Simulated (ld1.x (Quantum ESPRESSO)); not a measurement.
**B (Z = 5): one change to a TM potential, before and after**

ld1.x (Quantum ESPRESSO) 7.5 input, shortened:

```
&input
   title='B', zed=5., rel=0, dft='REVPBE', iswitch=3,
   config='[He] 2s1 2p0 3d-2'
 /
 &inputp
   pseudotype=2, tm=.true., lloc=-2, rcloc=1.40,
   nlcc=.false.
 /
3
2S  1  0   1.00   0.00  1.45  1.45  0.0
2P  2  1   0.00   0.00  1.60  1.60  0.0
3D  3  2  -2.00   0.25  1.30  1.30  0.0
 &test
   configts(1)='2s1 2p0'
 /
```

All-electron outer shells of the reference configuration (revPBE, non-relativistic, ld1.x):

| shell | level (eV) | outermost node (bohr) | outermost maximum (bohr) |
| --- | --- | --- | --- |
| 2s | -31.46 | 0.45 | 1.37 |
| 2p | -25.40 | – | 1.27 |

Change: functional LDA (PZ).

Cutoffs: the cutoffs (Ry, on a coarse ladder) from which the occupation-weighted sum of valence levels, in a spherical-Bessel basis at the reference potential, stays within 10 and 1 mRy of its value at 400 Ry; they do not see the model core or the augmentation charge, which bear on the density cutoff. Errors are all-electron minus pseudo energies relative to the spin-unpolarised reference configuration.

Question: Predict the effect on cutoff, ghosts and configuration errors.

Answer: The potential gets neither clearly harder nor softer (18 Ry and 50 Ry → 18 Ry and 50 Ry); the number of tests with a reliable result goes from 7 to 9; of the 7 tests that both files solve, the error grows in 4 and shrinks in 1 by more than 15 % and 0.3 meV (median size 109.3 → 150.2 meV); neither file shows a bound ghost.

| quantity | base | changed |
| --- | --- | --- |
| cutoff, loose | 18 Ry | 18 Ry |
| cutoff, tight | 50 Ry | 50 Ry |
| bound ghosts | none | none |
| error for 2s2 2p1, meV [ΔE -33.60 → -33.63 eV] | +98 | +150 |
| error for 2s2 2p0, meV [ΔE -25.43 → -25.30 eV] | +9.9 | +59 |
| error for 2s2 2p0.5, meV [ΔE -30.73 → -30.68 eV] | +61 | +114 |
| error for 2s1 2p2, meV [ΔE -27.69 → -27.95 eV] | +198 | +180 |
| error for 2s0 2p3, meV [ΔE -21.78 → -22.24 eV] | +312 | +231 |
| error for 2s2 2p1.3, meV [ΔE -34.33 → -34.40 eV] | +109 | +160 |
| error for 2s1 2p1, meV [ΔE -19.22 → -19.35 eV] | +122 | +104 |
| s: phases at 1.75 bohr within 0.05 rad from the reference energy up to (Ry; the scan ends near 5) | 2.9 | 3.0 |
| p: phases at 1.75 bohr within 0.05 rad from the reference energy up to (Ry; the scan ends near 5) | 2.9 | 2.8 |
| d: phases at 1.75 bohr within 0.05 rad from the reference energy up to (Ry; the scan ends near 5) | to the end of the scan | to the end of the scan |

Base: The cutoffs count occupied waves only; the empty 2p level needs 30 Ry at the loose tolerance. Changed file: The cutoffs count occupied waves only; the empty 2p level needs 30 Ry at the loose tolerance.
